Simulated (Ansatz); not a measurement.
CH4BBrOSi (`B[SiH](Br)C=O`), relaxed with RKS PBE-D4/def2-SVP in Ansatz 0.2.0 from a rough embedded geometry. The force threshold is 0.03 eV/Å; the program also tests the step.

Total charge 0; spin multiplicity 1.

Start:

```xyz
9

B     0.869    0.197   -1.323
Si   -0.353    0.542    0.108
Br    0.522    2.142    1.388
C    -0.519   -0.989    1.139
O    -1.089   -1.989    0.618
H     1.870    0.742   -1.490
H     0.578   -0.657   -2.160
H    -1.607    0.985   -0.403
H    -0.271   -0.972    2.124
```

Problem. How much energy does the relaxation release, and in how many steps? (An estimate is asked.)

Solution. Computed: 15.25 kcal/mol, in 10 steps, 1 of them rejected.

Problem. Which bonds change most? (Estimate.)

Solution. Computed: C4–H9 from 1.015 to 1.137 Å; Si2–C4 from 1.853 to 1.974 Å; B1–Si2 from 1.913 to 1.998 Å; Si2–H8 from 1.424 to 1.506 Å.

Problem. Give the relaxed structure. (An estimate is asked.)

Solution. Ansatz gave: 
```xyz
9

B     0.921    0.190   -1.436
Si   -0.308    0.618    0.080
Br    0.438    2.185    1.520
C    -0.588   -1.026    1.136
O    -1.154   -1.985    0.660
H     1.984    0.751   -1.604
H     0.595   -0.719   -2.176
H    -1.686    1.010   -0.385
H    -0.202   -1.023    2.206
```
